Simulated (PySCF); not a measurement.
# Correlation energy of P²⁺ (phosphorus, charge +2)

[Ne] 3s2 3p1, 2P determinant. Calculation: PySCF 2.14, in Sapporo-DZP-2012 (5s4p2d, 27 functions); the spin-free X2C one-electron Hamiltonian (Gaussian nucleus). Frozen: [Ne]; 3 electrons correlated.

MP2 pair energies summed by pair of shells (mhartree):

| pair | energy | share (%) |
| --- | --- | --- |
| 3s-3s | -21.27 | 56.9 |
| 3s-3p | -16.09 | 43.1 |

Total MP2 correlation energy: -37.36 mhartree.

Same-spin part -2.33 and opposite-spin part -35.03 mhartree; SCS-MP2 scales them by 1/3 and 6/5 to -42.82 mhartree.

| level | correlation energy (mhartree) |
| --- | --- |
| CCSD | -57.47 |
| (T) | -0.61 |
| CCSD(T) | -58.08 |

Diagnostics: T1 = 0.011, D1 = 0.0266, largest double amplitude 0.110.

Is a single reference adequate?

Mostly. T1 lies below 0.03, but a double amplitude of this size points to a near-degeneracy that CCSD handles and MP2 describes poorly.
